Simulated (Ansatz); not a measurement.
`C[CH](C)[AlH][OH]` + HI → `[OH][AlH][I]` + `CCC` at 600 K and 1 bar (ligand exchange at the Al–C bond).

Calculated with Ansatz (gas phase, PBE0-D4/def2-TZVP geometries, no zero-point term in ΔE). CCSD(T)/CBS is the MP2 limit (def2-TZVPP, def2-QZVPP) plus CCSD(T) − MP2 in def2-TZVPP, frozen cores. Elements past krypton have def2 core potentials. For I outer-core shells are correlated without core-valence functions, which leaves a few kJ/mol of doubt a bond. One conformer a species, not always the lowest.

```tsv
species	CCSD(T)/CBS energy (Eh)	H − E (kJ/mol)	S (J/(mol·K))
`C[CH](C)[AlH][OH]`	-436.82132	370.2	479.3
HI	-298.03592	31.6	227.0
`[OH][AlH][I]`	-615.94705	95.5	363.7
`CCC`	-118.98051	315.9	335.6
```

H − E and S are ideal-gas, rigid-rotor, harmonic terms from PBE0-D4/def2-TZVP, for one conformer and one mirror image of each species. 1 Eh = 2625.50 kJ/mol, R = 8.31446 J/(mol·K).

Question: By hand: ΔE, ΔH, ΔS and ΔG.

Answer: ΔE = (-615.94705) + (-118.98051) − (-436.82132) − (-298.03592) = -0.07032 Eh = -184.6 kJ/mol. Δ(H − E) = 95.5 + 315.9 − 370.2 − 31.6 = 9.6, so ΔH = -175.0 kJ/mol. ΔS = 363.7 + 335.6 − 479.3 − 227.0 = -7.0 J/(mol·K). ΔG = -175.0 − 600 × (-7.0)/1000 = -170.8 kJ/mol.

Question: By hand: the equilibrium constant, and the temperature at which ΔG would vanish if ΔH and ΔS stayed fixed.

Answer: log₁₀ K = −ΔG/(RT ln 10) = 14.9. ΔG = 0 at ΔH/ΔS = 25000 K, far beyond where these terms or the molecules hold.

The number of gas molecules stays the same, so ΔS is small and ΔH decides. A doubt of 5 kJ/mol in ΔE shifts log₁₀ K by 0.4 here. Other conformers and mirror images would add mixing entropy, several J/(mol·K) or more a flexible species. Modes under 60 cm⁻¹, often nearly free rotors, make the harmonic entropy too high. These are equilibria of isolated gas molecules and say nothing of rates. Largest T1 diagnostic: 0.011 (customary marks: 0.02 for closed shells, 0.045 for open ones).
